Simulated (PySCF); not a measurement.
Constitutional and geometric isomers with formula C3H2O2. Isolated molecules, 0 K electronic values unless said otherwise. One relaxed conformer stands for each flexible species; it need not be the lowest. Strings in code marks are SMILES.

Method: PBE-D3(BJ)/def2-TZVP // B3LYP-D3(BJ)/def2-TZVP (PySCF). All candidates: neutral, multiplicity 1. Excitations are Tamm–Dancoff values on a coarser integration grid. The basis has no diffuse functions, so Rydberg states are missing or too high.

```json
{
 "T1 excitation (TDA)": "3.95 eV",
 "S1 excitation (TDA)": "4.41 eV",
 "LUMO": "-1.36 eV"
}
```

Q: Name which member has these values.
(A) `O=C1[C@H]2O[C@@H]12`
(B) `C#COC=O`
(C) `O=c1cc1O` (C–C–O–H torsion 0°)

A: C, `O=c1cc1O` (C–C–O–H torsion 0°). The others give `O=C1[C@H]2O[C@@H]12`: 3.79 eV, 4.73 eV, -1.95 eV; `C#COC=O`: 4.26 eV, 4.85 eV, -2.17 eV
